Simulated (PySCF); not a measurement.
**TDDFT excited states: C5H5N3O**

C5H5N3O.
Structure used (GFN2-xTB), in Å, numbered top down from 1:
```
atom  x, y, z in Å
C1    -0.5780    1.5893   -0.0527
C2     0.2815    0.3838   -0.0767
C3     1.6642    0.4428   -0.2861
N4     2.4212   -0.6371   -0.3073
N5     1.8984   -1.8095   -0.1310
N6     0.6428   -1.9686    0.0695
C7    -0.1914   -0.9258    0.1060
C8    -1.6102   -1.2733    0.3486
O9    -2.5146   -0.4852    0.4173
H10    0.0116    2.4885   -0.2164
H11   -1.3498    1.5122   -0.8176
H12   -1.0961    1.6591    0.9031
H13    2.1746    1.3845   -0.4413
H14   -1.7549   -2.3612    0.4625
```

Theory: TDDFT CAM-B3LYP/def2-SVPD, vertical, gas phase, core orbitals frozen in the response in PySCF 2.14.0, density-fitted response routines.

```csv
state,E (eV),λ (nm),f,|μ| (D),symmetry,"main configurations (H = HOMO, L = LUMO)"
S1,3.19,389.2,0.0004,0.17,–,H→L (91%)
S2,3.54,350.0,0.0001,0.07,–,"H-1→L (78%), H-2→L (11%)"
S3,3.80,326.1,0.0050,0.59,A″,H→L+1 (94%)
S4,4.09,303.1,0.0026,0.41,A″,"H-2→L (71%), H-1→L (16%)"
S5,4.57,271.4,0.0010,0.24,–,"H-1→L+1 (77%), H-2→L+1 (20%)"
S6,5.35,231.6,0.081,1.99,A′,H-3→L (83%)
S7,6.14,202.1,0.055,1.53,A′,"H-4→L (50%), H-3→L+1 (37%), H-3→L (9%)"
S8,6.20,200.0,0.0001,0.05,–,"H-2→L+1 (77%), H-1→L+1 (20%)"
```

Triplets (Tamm–Dancoff): T1 2.64 eV, H→L (58%), H→L+1 (19%), H-1→L (9%); T2 2.95 eV, H→L+1 (60%), H→L (20%); T3 3.07 eV, H-1→L (53%), H-2→L (21%), H→L (11%).

The lowest singlet lies at 3.19 eV (389 nm, visible) and is dark (f under 0.0005); its leading configuration is HOMO→LUMO (91%). The strongest level in the table is S6 at 5.35 eV (232 nm, f = 0.081). Löwdin shares by element: HOMO nitrogen 84%, carbon 5% or more; LUMO carbon 32% or more, oxygen 18%, nitrogen 15% or more (atoms not listed hold the other 35%). Weighted by f, the mean energy of these states is 5.56 eV. The oscillator strengths of these states sum to 0.144; summed over the whole spectrum of an exact calculation they would give the number of electrons, 64 (Thomas–Reiche–Kuhn). The listed states span 3.01 eV. S1 lies in the visible range (380 to 750 nm), at 389 nm, dark in the vertical dipole picture (f under 0.0005); light of that wavelength is violet, and its complementary colour is yellow-green; a Tamm–Dancoff triplet lies at 470 nm, without intensity as long as spin–orbit coupling is left out. Symmetry labels in Cs follow from the direction of the transition dipole and are given only for states with f of 0.002 or more. Only the lowest 8 singlets were computed, as vertical energies without vibronic structure.

One conformer stands for the species.
